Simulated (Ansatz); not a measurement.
Cartesian coordinates in Å:
```
C -2.3753 0.0052 -0.6615
N -1.1760 -0.0608 -1.4543
C -1.4889 -0.1316 -2.8611
Y 0.8689 -0.0618 -0.8046
F 2.3450 -0.1582 -2.1773
N 1.3700 0.0454 1.2789
C 0.4808 0.1178 2.4083
C 2.7487 0.0518 1.7042
H -2.1412 0.0598 0.4075
H -2.9882 0.8886 -0.9040
H -3.0211 -0.8761 -0.8069
H -0.5760 -0.1816 -3.4680
H -2.0589 0.7458 -3.2076
H -2.0917 -1.0197 -3.1114
H 0.6126 -0.7311 3.0989
H -0.5673 0.1122 2.0885
H 0.6329 1.0339 3.0020
H 3.4284 -0.0037 0.8446
H 3.0095 0.9648 2.2636
H 2.9879 -0.8007 2.3605
```

Total charge 0; spin multiplicity 1. Y takes the def2 core potential.

(1) List the PBE0/def2-TZVPP orbital energies in eV (Ansatz). (Best estimate.)

Answers

(1) Computed: Occupied: -671.64, -390.30, -390.30, -278.48, -278.48, -278.47, -278.47, -50.79, -31.31, -29.12, -29.12, -27.81, -24.34, -24.16, -19.56, -19.50, -16.63, -16.53, -12.85, -12.44, -12.39, -12.38, -12.25, -12.15, -10.67, -10.66, -10.41, -10.26, -10.19, -10.18, -9.90, -8.39, -8.07, -6.05, -5.78. Lowest empty: -1.47, 0.21, 0.46, 0.53, 0.66, 0.75, 0.89, 1.71.
